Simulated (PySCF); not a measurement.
**Working with the constants of LaH**

UHF-CCSD(T) constants of LaH, triplet, about 0.0 electrons in the 4f shell (Mulliken) (PySCF, spin-free X2C with a Gaussian nucleus, basis sets La x2c-TZVPPall, H x2c-TZVPPall; masses 138.9063 and 1.0078 u):

* ωe: 1368.4 cm⁻¹
* ωexe: 16.7 cm⁻¹
* Be: 3.8325 cm⁻¹
* αe: 0.0696 cm⁻¹

Question: What force constant and bond length do these constants imply?

Answer: Reduced mass μred = 1.0006 u; k = 5.8918×10⁻⁷·μred·ωe² (u, cm⁻¹, mdyn/Å) = 1.10 mdyn/Å; Re = √(16.8576/(μred·Be)) (u, cm⁻¹, Å) = 2.097 Å.

Question: Estimate the centrifugal constant D from the Kratzer relation and find the Dunham coefficient a1.

Answer: D = 4Be³/ωe² = 0.000120 cm⁻¹; a1 = −1 − αeωe/(6Be²) = -2.08.

Correlated steps freeze 18 core orbitals. Spin–orbit coupling is left out, which matters for elements this heavy, above all for dissociation energies. The state is the lowest single determinant that the PBE0 search found; with open d or f shells the true ground state can be another one.
